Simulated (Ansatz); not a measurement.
Saddle point of BHClF3, singlet (BF₃ ([F][B]([F])[F]) + HCl → BClF₂ ([F][B]([F])[Cl]) + HF; bonds formed: B1–Cl6, F2–H5; bonds broken: B1–F2, H5–Cl6), PBE0-D4/def2-TZVP structure:

```tsv
atom	x (Å)	y (Å)	z (Å)
B1	-0.3753	0.0102	-0.3444
F2	0.7679	-0.9817	-0.0633
F3	-0.1841	0.6191	-1.4984
F4	-1.5405	-0.5351	-0.0544
H5	1.0116	-0.2299	0.7665
Cl6	0.3204	1.1174	1.1941
```

Energies are electronic, without zero-point energy. Barriers and step energies count from the start structure reached by relaxing down the imaginary mode; all methods use the PBE0-D4 structures, on which another method's saddle can fall below an end. Ansatz 0.2.0; basis: def2-TZVPP, with def2-QZVPP for the basis limit; cores frozen in the correlated methods. B3LYP uses VWN-RPA correlation. Extrapolation: Hartree–Fock as exp(−7.88 √X), correlation as X^−2.97.

| method | barrier (kJ/mol) | step energy (kJ/mol) |
| --- | --- | --- |
| SPW92 | 61.0 | 55.3 |
| PBE-D4 | 98.3 | 53.4 |
| BLYP-D4 | 122.7 | 61.1 |
| r2SCAN-D4 | ? | 59.7 |
| B97M-V | 132.4 | 63.4 |
| PBE0-D4 | 113.8 | 57.1 |
| B3LYP-D4 | ? | 64.0 |
| r2SCAN0-D4 | 120.4 | 61.8 |
| BHLYP-D4 | 150.3 | 68.6 |
| CAM-B3LYP-D4 | 130.9 | 66.6 |
| wB97X-V | 126.3 | 60.1 |
| wB97M-V | 123.2 | 60.2 |
| B2PLYP | 134.1 | 63.6 |
| PBE-QIDH | 124.0 | 59.3 |
| RPA on PBE | ? | 64.5 |
| HF | 202.1 | 78.7 |
| MP2 | 126.9 | 58.3 |
| CCSD | 148.2 | 66.3 |
| CCSD(T) | 135.9 | 63.3 |

Task: Fill in the withheld barriers. (Judge from chemistry; the value comes from the calculation.)

Result: The calculation gives: RPA on PBE 134.7; r2SCAN-D4 109.6; B3LYP-D4 132.3 kJ/mol. Each is the energy of the saddle less that of the start structure, by the same method.

For comparison, the barrier by CCSD(T) at an estimated basis limit (MP2 extrapolated from triple and quadruple zeta, plus CCSD(T) − MP2 in triple zeta) is 134.2 kJ/mol.

T1 diagnostic: at most 0.012.

Labels in which every atom is bracketed show which atoms are joined, not bond orders.

For scale, one of the runs: CCSD(T)/def2-TZVPP, 180 basis functions, launched by `ansatz run in.yaml --threads 4 --pin off --events-out ev --progress --plain --max-ram 9574MiB`. Time: 13 s of wall clock on 4 CPU threads of an Arm Neoverse V2; the host was shared. Peak host memory: 1.3 GiB.
